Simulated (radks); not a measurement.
All-electron atom: Eu III in [Kr] 4d10 4f7 5s2 5p5 5d1 (not the ground configuration). All-electron calculation, Dirac Kohn-Sham, BLYP, spin-unpolarised, spherical densities, point nucleus; open shells fill j = l - 1/2 first. Program: a radial shooting solver on a logarithmic mesh with Libxc functionals.

Spin-orbit splittings of the eigenvalues, e(l+1/2) - e(l-1/2), with zeta = 2 splitting/(2l+1) and mean radii in bohr:

shell  occ.  splitting (eV)  zeta (eV)  <r> j=l-1/2  <r> j=l+1/2
2p        6           648.3      432.2      0.07906      0.08579
3p        6               ?          ?       0.2388       0.2517
3d       10           28.76      11.50       0.2235       0.2276
4p        6           29.15      19.44       0.5793       0.6088
4d       10           5.225      2.090       0.6487       0.6592
4f        7          0.6261     0.1789       0.9341       0.9492
5p        5           3.946      2.631        1.540        1.632
5d        1          0.3152     0.1261        2.436        2.483

Estimate the 3p splitting.

Answer. 132.1 eV (zeta = 88.09 eV).
